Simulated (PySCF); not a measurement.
CH11NOSi3, SMILES O([SiH2]N)C([SiH3])[SiH3]. Geometry: PBE-D3(BJ)/def2-SVP. The structure was generated by enumeration, and PubChem lists no compound with its InChIKey, so it may never have been made. Other conformers were not sampled.

**Question.** Give the equilibrium geometry at PBE-D3(BJ)/def2-SVP (PySCF confirms it by a frequency run) as Cartesian coordinates in Å, and its point group. (An estimate is asked for; the answer gives what the named calculation found.)

**Answer.** One answer among several that fit: point group Cs.
```xyz
17

N      3.2992     0.5724     0.0000
Si     1.9396    -0.4870     0.0000
O      0.4652     0.3590     0.0000
C     -0.7873    -0.3619     0.0000
Si    -1.7110     0.0961     1.6090
Si    -1.7110     0.0961    -1.6090
H      3.5116     1.1150    -0.8405
H      3.5116     1.1150     0.8405
H      1.9955    -1.3352    -1.2411
H      1.9955    -1.3352     1.2411
H     -0.6444    -1.4725     0.0000
H     -0.8526    -0.2611     2.7919
H     -3.0189    -0.6472     1.6992
H     -1.9818     1.5743     1.6278
H     -0.8526    -0.2611    -2.7919
H     -3.0189    -0.6472    -1.6992
H     -1.9818     1.5743    -1.6278
```
Charge 0, spin multiplicity 1.
